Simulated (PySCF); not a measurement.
Input for PySCF: D3(BJ) and D4 dispersion corrections on FH3O (a complex), monomers drawn apart or pushed together.

```python
from pyscf import gto
from pyscf.dispersion import dftd3, dftd4

mol = gto.M(
    atom='''
    O    -0.08491637   -0.27218581    0.32202072
    H     0.72394729   -0.75194116    0.11141120
    H    -0.11086573    0.48918785   -0.26825215
    F    -0.25403021    0.34218075    2.70309003
    H    -0.22360686    0.08486301    1.79480572
    ''',
    basis='def2-svp',
    charge=0, spin=0, verbose=0, max_memory=1800)
d3, d4 = {}, {}
for xc in ['hf', 'pbe', 'blyp', 'revpbe', 'tpss', 'r2scan', 'b3lyp', 'pbe0', 'bhlyp', 'camb3lyp', 'b2plyp']:
    d3[xc] = float(dftd3.DFTD3Dispersion(mol, xc=xc, version='d3bj', atm=False).get_dispersion()['energy'])
    print(f'D3(BJ) {xc:10s} {d3[xc]:14.8f} Eh')
for xc in ['hf', 'pbe', 'blyp', 'revpbe', 'tpss', 'r2scan', 'b3lyp', 'pbe0', 'bhlyp', 'camb3lyp', 'b2plyp']:
    d4[xc] = float(dftd4.DFTD4Dispersion(mol, xc={'camb3lyp': 'cam-b3lyp'}.get(xc, xc), atm=True).get_dispersion()['energy'])
    print(f'D4     {xc:10s} {d4[xc]:14.8f} Eh')
```

It printed:

```
D3(BJ) hf            -0.01003538 Eh
D3(BJ) pbe           -0.00107792 Eh
D3(BJ) blyp          -0.00213681 Eh
D3(BJ) revpbe        -0.00301684 Eh
D3(BJ) tpss          -0.00128123 Eh
D3(BJ) r2scan        -0.00027391 Eh
D3(BJ) b3lyp         -0.00171263 Eh
D3(BJ) pbe0          -0.00085515 Eh
D3(BJ) bhlyp         -0.00122852 Eh
D3(BJ) camb3lyp      -0.00067483 Eh
D3(BJ) b2plyp        -0.00071573 Eh
D4     hf            -0.00327055 Eh
D4     pbe           -0.00076842 Eh
D4     blyp          -0.00178362 Eh
D4     revpbe        -0.00316661 Eh
D4     tpss          -0.00104556 Eh
D4     r2scan        -0.00019413 Eh
D4     b3lyp         -0.00121180 Eh
D4     pbe0          -0.00062915 Eh
D4     bhlyp         -0.00074596 Eh
D4     camb3lyp      -0.00060997 Eh
D4     b2plyp        -0.00053352 Eh
```

The run finished.

Cost: about 0.05 core-seconds (a rough figure).
